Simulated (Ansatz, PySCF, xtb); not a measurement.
Noncovalent pair: AsH3 (SMILES [AsH3]) (first 4 atoms) with H4OSi (SMILES O[SiH3]); geometry from B3LYP-D3(BJ)/def2-TZVP, rigid monomers moved along the line of their centres of mass till As1···O5 is 3.73 Å.
(charge 0, multiplicity 1):
```xyz
10

As    -0.093     0.060     0.409
H     -0.227     0.081    -1.113
H     -0.257    -1.452     0.469
H      1.425    -0.041     0.334
O      0.843    -0.853     3.905
Si    -0.165     0.139     4.767
H      1.787    -0.804     4.077
H     -0.029    -0.103     6.225
H     -1.532    -0.195     4.325
H      0.123     1.570     4.508
```

Counterpoise-corrected where a basis set is named; no monomer relaxation.

Cores are frozen in the correlated methods. Filled d and f shells under p-block atoms count as core. Rows in 6-31G* carry no dispersion term and start afresh at each structure (6-31G* with six Cartesian d functions); the Pople sets are all-electron and without relativity.

Programs: Ansatz (a program for electronic structure) with Gaussian orbitals; PySCF for 6-31G* rows; xtb for the GFN methods. Values without a source in brackets are computed.

Question: One of these levels gives -2.02 kcal/mol for the interaction energy. Name it.
(A) GFN-FF
(B) HF/6-31G*
(C) CCSD/def2-SVPD
(D) GFN2-xTB

Answer: A, GFN-FF. The others give -2.99 (GFN2-xTB), -0.26 (HF/6-31G*), -1.05 (CCSD/def2-SVPD)
